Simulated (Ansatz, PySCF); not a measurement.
W(NH)(S)(OH)(NH2) (H4N2OSW), SMILES [NH]=[W]([NH2])([OH])=[S], multiplicity 1.

Coordinates come from a PBE0-D3(BJ)/def2-SVP optimisation. The multiplicity is an assumed one; no other spin state was optimised. The structure was generated by enumeration; whether it is a known compound was not checked. The def2 effective core potentials stand for the cores of W; spin–orbit coupling is left out. The values are those of a single conformer.

Vertical ionisation energy (IE) and electron affinity (EA) in eV. Rows of orbital energies are one-electron estimates. Where ΔSCF, EOM or ADC give a negative EA the extra electron is unbound and the value depends on the basis.

```json
[
 {"level": "−ε(HOMO), −ε(LUMO), r2SCAN/def2-TZVP (PySCF)", "IE": "6.21", "EA": "2.20"},
 {"level": "−ε(HOMO), −ε(LUMO), PBE/def2-TZVP (PySCF)", "IE": "5.93", "EA": "2.26"},
 {"level": "ΔSCF, CAM-B3LYP/def2-SVPD (Ansatz), final states of multiplicity 2 and 2", "IE": "9.16", "EA": "0.12"},
 {"level": "ΔSCF, PBE/def2-SVPD (Ansatz), final states of multiplicity 2 and 2", "IE": "8.93", "EA": "-0.20"}
]
```

**Question.** What vertical singlet–triplet gap does ΔSCF give with CAM-B3LYP/def2-SVPD (Ansatz, an electronic-structure program) and with PBE/def2-SVPD (Ansatz)? (An estimate is asked for; the answer gives what the named calculation found.)

**Answer.** 3.35 and 3.56 eV (triplet above singlet where positive).
